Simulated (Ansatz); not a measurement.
A nudged elastic band was laid between two geometries of C2H7F2NSi2 (14 atoms, charge 0, multiplicity 1).

Theory: Ansatz 0.2.0, RKS PBE/6-31G*.

```json
{"movable images": "7", "climbing image": "yes", "spring": "5.0 eV/Å²", "optimiser": "quadratic models (default)", "start path": "through a guess of the saddle point", "force threshold": "0.05 eV/Å", "iteration limit": "60", "end points": "relaxed"}
```

Initial state:

```xyz
14
Properties=species:S:1:pos:R:3
N -0.830 -1.119 0.840
C -0.155 -0.120 0.013
C -0.809 0.215 -1.300
F -0.933 -0.934 -2.069
F -2.100 0.675 -1.077
Si 0.571 1.257 1.172
Si 1.762 -0.388 0.158
H -1.785 -0.799 1.047
H -0.918 -1.996 0.309
H -0.275 0.973 -1.901
H 0.035 1.259 2.566
H 0.682 2.623 0.565
H 2.566 0.022 -1.039
H 2.176 -1.697 0.744
```

Final state:

```xyz
14
Properties=species:S:1:pos:R:3
N -0.760 -1.266 0.787
C -0.157 -0.199 0.000
C -0.825 0.150 -1.303
F -2.127 0.570 -1.066
F -0.159 1.191 -1.924
Si 0.411 1.245 1.179
Si 1.781 -0.249 0.152
H -1.752 -1.059 0.956
H -0.708 -2.169 0.298
H -0.887 -0.693 -2.020
H -0.064 1.111 2.589
H 0.362 2.642 0.649
H 2.563 0.196 -1.045
H 2.310 -1.500 0.777
```

(1) Which bonds break or form, and what moves?

(2) Give the energies along the band, and the barrier.

(3) What is the geometry of the highest image?

(4) What are the harmonic wavenumbers there?

Results:

(1) No bond is made or broken. The dihedral Si7–C2–C3–F5 goes from -165 to -41°.

(2) The run converged. The highest image is number 4 of 0 to 8, 0.199 eV above the first end and 0.238 eV above the last; the last end lies 0.039 eV below the first. A vibrational analysis at the climbing image gives one clearly imaginary mode, 78i cm⁻¹: a first-order saddle point.

| image | path coordinate (Å) | energy (eV) | dihedral Si7–C2–C3–F5 (°) |
| --- | --- | --- | --- |
| 0 | 0.00 | 0.000 | -165 |
| 1 | 0.54 | 0.028 | -150 |
| 2 | 1.08 | 0.097 | -134 |
| 3 | 1.62 | 0.167 | -118 |
| 4 | 2.16 | 0.199 | -102 |
| 5 | 2.68 | 0.167 | -87 |
| 6 | 3.21 | 0.082 | -72 |
| 7 | 3.74 | -0.004 | -56 |
| 8 | 4.27 | -0.039 | -41 |

(3) 
```xyz
14
Properties=species:S:1:pos:R:3:forces:R:3
N -0.750 -1.187 0.815 0.01 0.00 0.01
C -0.150 -0.152 -0.023 0.00 0.01 0.00
C -0.817 0.182 -1.365 -0.01 0.01 0.00
F -1.952 -0.592 -1.508 0.00 0.00 0.00
F -1.216 1.507 -1.414 0.00 0.00 0.00
Si 0.456 1.236 1.199 0.00 -0.01 0.00
Si 1.776 -0.314 0.203 0.00 -0.01 0.00
H -1.729 -0.962 1.024 0.00 0.00 0.00
H -0.747 -2.095 0.334 0.00 0.00 0.00
H -0.184 0.009 -2.255 0.00 0.00 0.00
H -0.124 1.156 2.574 0.00 0.00 0.00
H 0.594 2.635 0.685 0.00 0.00 0.00
H 2.577 0.178 -0.968 0.00 0.00 0.00
H 2.252 -1.631 0.728 0.00 0.00 0.00
```

(4) 78i, 141, 151, 249, 265, 316, 339, 350, 385, 466, 480, 508, 539, 595, 602, 619, 661, 754, 814, 875, 879, 1029, 1058, 1100, 1153, 1218, 1327, 1359, 1650, 2170, 2191, 2210, 2225, 2985, 3374, 3461 cm⁻¹.

Time of the run: 4.5 min on 2 threads of Arm Neoverse V1, with other jobs on the host, peak memory 0.18 GiB.
